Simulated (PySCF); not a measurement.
# Relaxation of singlet SeSF2

Level of theory: PySCF, PBE0, basis Se def2-TZVP, S def2-TZVP, F def2-TZVP (no relativity, density fitting). A (50,194) grid was used.

A hand-made trigonal pyramidal start, of Cs symmetry, held to at least that symmetry:

```xyz
4
charge 0 multiplicity 1, angstrom
Se    0.0886    0.1534   -0.4155
S    -0.7988   -1.3836    0.5281
F     1.6779    0.1534    0.4295
F    -0.7061    1.5298    0.4295
```

Optimiser trace:
```tsv
step	E − E(last) (kJ/mol)	largest gradient (Eh/bohr)
0	17.72	0.03396
1	2.21	0.00842
2	0.74	0.00477
3	0.03	0.00200
4	0.00	0.00025
5	0.00	0.00004
```

It ends at Cs with Se–F 1.750 Å (×2), Se–S 1.992 Å; F–Se–F 90.7°, F–Se–S 106.2° (×2) (after a last refinement on a finer grid). A frequency run shows a minimum. Other isomers or separated fragments may lie lower.

Final geometry:
```xyz
4
charge 0 multiplicity 1, angstrom
Se    0.0724    0.1254   -0.3892
S    -0.8228   -1.4250    0.4847
F     1.6181    0.3115    0.4107
F    -0.5393    1.5571    0.4107
```

The relaxation took roughly 40 core-seconds on a shared host.
